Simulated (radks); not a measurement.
Q: The palladium ion Pd3+, configuration [Kr] 4d6 7d1 (not the ground configuration). All-electron calculation, scalar-relativistic Kohn-Sham, PBE, spin-polarised, spherical densities, finite nucleus; open shells are filled with parallel spins first (spin-orbit coupling, left out, can overturn this in heavy ions); Fermi nuclear charge, rms radius 4.5318 fm. Program: a radial shooting solver on a logarithmic mesh with Libxc functionals. Some entries of the table are withheld. Estimate them.

| orbital | occ. | eigenvalue (hartree) | r(max) (bohr) |
|---|---|---|---|
| 1s down | 1 | -890.1140 | 0.02066 |
| 1s up | 1 | -890.1138 | 0.02066 |
| 2s up | 1 | -131.7490 | 0.1168 |
| 2s down | 1 | -131.7185 | 0.1168 |
| 2p up | 3 | -118.3332 | 0.09340 |
| 2p down | 3 | -118.3102 | 0.09340 |
| 3s up | 1 | -25.44154 | 0.3417 |
| 3s down | 1 | -25.42650 | 0.3418 |
| 3p up | 3 | -21.03384 | 0.3349 |
| 3p down | 3 | -21.01653 | 0.3350 |
| 3d up | 5 | -14.03874 | (1) |
| 3d down | 5 | -14.01135 | (2) |
| 4s up | 1 | -5.18427 | 0.8486 |
| 4s down | 1 | -5.05672 | 0.8459 |
| 4p up | 3 | -3.90239 | (3) |
| 4p down | 3 | -3.77000 | (4) |
| 4d up | 5 | -2.03257 | 1.042 |
| 4d down | 1 | -1.90168 | 1.039 |
| 7d up | 1 | -0.26040 | 10.81 |

A: 
(1) 3d up r(max) (bohr): 0.2822
(2) 3d down r(max) (bohr): 0.2824
(3) 4p up r(max) (bohr): 0.9034
(4) 4p down r(max) (bohr): 0.9003
